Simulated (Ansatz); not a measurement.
Consider the ligand exchange at the Si–S bond: `BC[SiH2]S[SiH3]` + `[NH2][AlH2]` → `BC[SiH2][NH][AlH2]` + `[SiH3]S`.

Computed with Ansatz on PBE0-D4/def2-TZVP structures; ΔE is electronic, products minus reactants. CCSD(T)/CBS is the MP2 limit (def2-TZVPP, def2-QZVPP) plus CCSD(T) − MP2 in def2-TZVPP, frozen cores. This one scheme is used for every species. Functionals use def2-TZVPP. B3LYP here is the variant with VWN-RPA as its local correlation; programs differ in this. Each species was taken in one conformer, which may not be the lowest.

`BC[SiH2]S[SiH3]`:

Z-matrix (Å, degrees):
```
C
Si 1 1.876
B 1 1.552 2 100.7
H 1 1.094 2 105.9 3 119.1
H 1 1.091 2 109.4 3 -121.7
S 2 2.155 1 108.6 3 19.5
H 2 1.486 1 112.5 3 141.5
H 2 1.483 1 111.1 3 -94.5
H 3 1.197 1 121.0 2 -101.1
H 3 1.197 1 120.4 2 80.7
Si 6 2.141 2 97.8 1 73.0
H 11 1.485 6 109.7 2 -22.2
H 11 1.484 6 110.2 2 97.7
H 11 1.482 6 108.1 2 -142.4
```

`[NH2][AlH2]`:

Z-matrix (Å, degrees):
```
N
Al 1 1.766
H 1 1.007 2 124.9
H 1 1.007 2 124.9 3 180.0
H 2 1.583 1 117.9 3 -180.0
H 2 1.583 1 117.9 3 0.0
```

`BC[SiH2][NH][AlH2]`:

```xyz
14

B    -1.198    1.201    2.126
C     0.029    0.604    1.431
Si   -0.329    0.417   -0.421
N     0.974   -0.364   -1.239
Al    0.991   -1.928   -2.097
H    -2.053    0.491    2.574
H    -1.360    2.387    2.177
H     0.288   -0.409    1.752
H     0.914    1.250    1.453
H    -0.577    1.774   -0.982
H    -1.531   -0.429   -0.634
H     1.843    0.156   -1.242
H    -0.338   -2.783   -2.114
H     2.349   -2.365   -2.784
```

`[SiH3]S`:

Z-matrix (Å, degrees):
```
Si
S 1 2.137
H 1 1.485 2 111.6
H 1 1.485 2 111.6 3 -122.0
H 1 1.482 2 104.8 3 119.0
H 2 1.344 1 94.7 3 60.9
```

| level | ΔE (kJ/mol) |
| --- | --- |
| B3LYP-D4 | 9.1 |
| ωB97X-V | 9.1 |
| B2PLYP | 1.6 |
| CCSD(T)/def2-TZVPP | 5.9 |

(1) What does CCSD(T)/CBS give? (Estimate.)

Largest T1 diagnostic among the species: 0.012.

## Answers

(1) Ansatz gave: +10.2 kJ/mol. The listed levels differ from it by -1.1, -1.1, -8.6, -4.3 kJ/mol.

The D4 term adds +12.2 kJ/mol with B3LYP and +6.5 kJ/mol with PBE0; it sums over pairs of atoms, weighted by their polarisabilities, and B3LYP, whose exchange is more repulsive, gets the larger term. In def2-TZVPP, CCSD(T) changes the Hartree–Fock value by +21.6 kJ/mol (the triples alone add +4.3 kJ/mol) and MP2 by +27.6 kJ/mol.
